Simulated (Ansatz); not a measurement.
Gas-phase electronic energies from Ansatz, PBE0-D4/def2-TZVP geometries. CCSD(T)/CBS is the MP2 limit (def2-TZVPP, def2-QZVPP) plus CCSD(T) − MP2 in def2-TZVPP, frozen cores. This one scheme is used for every species. One conformer a species, not always the lowest.

Reaction (ligand exchange at the Si–O bond): `[SiH3][SiH2]OBCl` + `[NH2][AlH2]` → `[AlH2][NH][SiH2][SiH3]` + `OBCl`

```json
{"species": "`[SiH3][SiH2]OBCl`", "HF/CBS(def2) energy (Eh)": "-1140.65418"}
{"species": "`[NH2][AlH2]`", "HF/CBS(def2) energy (Eh)": "-298.76659"}
{"species": "`[AlH2][NH][SiH2][SiH3]`", "HF/CBS(def2) energy (Eh)": "-879.02315"}
{"species": "`OBCl`", "HF/CBS(def2) energy (Eh)": "-560.38351"}
```

(1) Work out ΔE.

Largest T1 diagnostic among the species: 0.013.

Results:

(1) ΔE = (-879.02315) + (-560.38351) − (-1140.65418) − (-298.76659) = 0.01411 Eh = +0.38 eV. CCSD(T)/CBS gives +0.28 eV.

In def2-TZVPP, CCSD(T) changes the Hartree–Fock value by −0.10 eV (the triples alone add −0.02 eV) and MP2 by −0.11 eV.
